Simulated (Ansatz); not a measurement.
Consider the ligand exchange at the Si–O bond: `[SiH3]OB(S)Cl` + CH₃OH → `CO[SiH3]` + `OB(S)Cl`.

Calculated with Ansatz (gas phase, PBE0-D4/def2-TZVP geometries, no zero-point term in ΔE). CCSD(T)/CBS is the MP2 limit (def2-TZVPP, def2-QZVPP) plus CCSD(T) − MP2 in def2-TZVPP, frozen cores. This one scheme is used for every species. Functionals use def2-TZVPP. One conformer a species, not always the lowest.

| level | ΔE (eV) |
| --- | --- |
| ωB97X-V | -0.06 |
| PBE | -0.09 |
| MP2/def2-SVP | -0.11 |
| SCS-MP2/def2-TZVPP | -0.04 |

(1) What does CCSD(T)/CBS give? (Estimate.)

Largest T1 diagnostic among the species: 0.012.

## Answers

(1) Computed: -0.02 eV. The listed levels differ from it by -0.04, -0.07, -0.09, -0.02 eV.

At CCSD(T), def2-SVP lies −0.07 eV from the extrapolated value and def2-TZVPP −0.02 eV. Leaving LDA and LC-ωPBE aside and taking each functional with its dispersion term where it has one, the values, not all of them listed here, spread over 0.06 eV, from B97M-V to BHLYP-D4.
